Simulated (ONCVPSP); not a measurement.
## Before and after: ONCV potential for caesium (Cs)

```json
{
 "Element": "caesium",
 "Generator": "ONCVPSP 4.0.1",
 "Type": "optimised norm-conserving Vanderbilt (ONCV)",
 "Functional": "PBE",
 "Relativity": "scalar-relativistic",
 "Frozen core": "[Kr] 4d10",
 "Valence charge": "9",
 "Reference configuration": "5s2 5p6 6s0.5 6p0.5",
 "Partial waves": "5s+6s: rc 3.40 bohr, ncon 4, nbas 7, qcut 2.7 1/bohr, 2 projectors; 5p+6p: rc 3.25 bohr, ncon 5, nbas 8, qcut 4.5 1/bohr, 2 projectors; d scattering state at 0.45 Ha: rc 3.40 bohr, ncon 3, nbas 6, qcut 2.9 1/bohr, 2 projectors, debl 3.3 Ha",
 "Local potential": "polynomial inside 2.30 bohr (lpopt 3, dvloc0 0 Ha)",
 "Core correction": "Teter function, fcfact 5.5, rcfact 1"
}
```

In the d channel the program set the typed energies aside and used 0.050, 3.350 Ha.

Change: s: qcut 1.8; p: qcut 3; d: qcut 1.9.

Cutoffs: the cutoffs (Ha) at which the residual kinetic energy of the hardest occupied pseudo-wave falls to 1 and 0.1 mHa per electron; they do not see the model core or the augmentation charge, which bear on the density cutoff. Errors are all-electron minus pseudo energies relative to the spin-unpolarised reference configuration.

Question: How do hardness, ghosts and transferability respond?

Answer: The potential gets neither clearly harder nor softer (3.8 Ha and 6.8 Ha → 3.8 Ha and 9.0 Ha); a bound ghost appears in d, which as a rule spoils a file; of the 4 tests that both files solve, the error grows in 1 and shrinks in 0 by more than 15 % and 0.3 meV (median size 0.2 → 0.2 meV).

| quantity | base | changed |
| --- | --- | --- |
| cutoff, loose | 3.8 Ha | 3.8 Ha |
| cutoff, tight | 6.8 Ha | 9.0 Ha |
| loose cutoff by channel | s 2.2 Ha, p 3.8 Ha | s 3.8 Ha, p 3.7 Ha |
| bound ghosts | none | d |
| GHOST(+) flags under 300 eV | d at 90.3 eV | d at 135.1 eV |
| error for 5s2 5p6 6s1 6p0, meV [ΔE -0.68 eV] | -0.1 | -0.1 |
| error for 5s2 5p6 6s0 6p0, meV [ΔE 3.18 eV] | -0.3 | -0.4 |
| error for 5s2 5p6 6s0.5 6p0, meV [ΔE 0.79 eV] | -0.1 | -0.1 |
| error for 5s2 5p6 5d1 6s0 6p0, meV [ΔE 0.99 eV] | -46 | -59 |
| s: phases at 3.46 bohr within 0.05 rad from the reference energy up to (Ha; the scan ends near 5) | 1.4 | 1.4 |
| p: phases at 3.30 bohr within 0.05 rad from the reference energy up to (Ha; the scan ends near 5) | 2.8 | 2.6 |
| d: phases at 3.46 bohr within 0.05 rad from the reference energy up to (Ha; the scan ends near 5) | 0.3 | 0.2 |
| rms error of d²Exc/dni dnj with the model core, mHa | 0.75 | 0.57 |

Base: The cutoffs count occupied waves only; projector 2 of the d channel, the hardest unoccupied one, needs 40 Ha at the loose tolerance. Changed file: The cutoffs count occupied waves only; projector 2 of the d channel, the hardest unoccupied one, needs 37 Ha at the loose tolerance. A true bound ghost makes a file unfit for plane-wave use even where its test errors are small: the radial tests pick states by their node count and pass the ghost by.
